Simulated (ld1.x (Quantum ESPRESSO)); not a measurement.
## K: variants of one TM potential

Base potential:

* Element: potassium (K)
* Generator: ld1.x (Quantum ESPRESSO) 7.5
* Type: norm-conserving Troullier–Martins (Kleinman–Bylander form)
* Functional: revPBE
* Relativity: scalar-relativistic
* Frozen core: [Ar]
* Valence charge: 1
* Reference configuration: 4s1 4p0
* Partial waves: 4p (bound, empty): rc 3.00 bohr; 3d channel at 0.4 Ry: rc 3.55 bohr; 4s (bound): rc 3.50 bohr
* Local potential: the s channel
* Core correction: none

Cutoffs, loose and tight: the cutoffs (Ry, on a coarse ladder) from which the occupation-weighted sum of valence levels, in a spherical-Bessel basis at the reference potential, stays within 10 and 1 mRy of its value at 400 Ry. They do not see the model core or the augmentation charge, which bear on the density cutoff. Test errors are all-electron minus pseudo excitation energies from the reference, over the configurations 4s0.5 4p0; 4s0 4p1. A dash means not determined; rows that change the core or the reference have their own tests.

For the base: The cutoffs count occupied waves only; the empty 4p level needs 10 Ry at the loose tolerance.

A true bound ghost makes a file unfit for plane-wave use even where its test errors are small: the radial tests pick states by their node count and pass the ghost by.

```csv
change,outcome,"cutoff, loose","cutoff, tight",bound ghosts,largest test error (meV)
base,generated,6 Ry,6 Ry,p,+92
wave 4s (bound): rc 3.50 bohr becomes 4s (bound): rc 2.34 bohr,generated,8 Ry,18 Ry,p,+82
wave 4s (bound): rc 3.50 bohr becomes 4s (bound): rc 2.90 bohr,generated,6 Ry,8 Ry,p,+81
wave 4s (bound): rc 3.50 bohr becomes 4s (bound): rc 3.32 bohr,generated,6 Ry,6 Ry,p,+92
wave 4s (bound): rc 3.50 bohr becomes 4s (bound): rc 3.82 bohr,generated,6 Ry,6 Ry,p,+92
wave 4s (bound): rc 3.50 bohr becomes 4s (bound): rc 4.12 bohr,generated,6 Ry,6 Ry,p,+88
wave 4s (bound): rc 3.50 bohr becomes 4s (bound): rc 4.66 bohr,generated,6 Ry,6 Ry,p,+80
wave 4s (bound): rc 3.50 bohr becomes 4s (bound): rc 5.18 bohr,generated,6 Ry,6 Ry,p,+76
```

Reading the sweep of the s radius (base included, trends over the rows without a ghost): Bound ghosts are found at 2.34, 2.9, 3.32, 3.5, 3.82, 4.12, 4.66, 5.18 bohr. Every judged row has one, so this setting neither creates nor removes them.
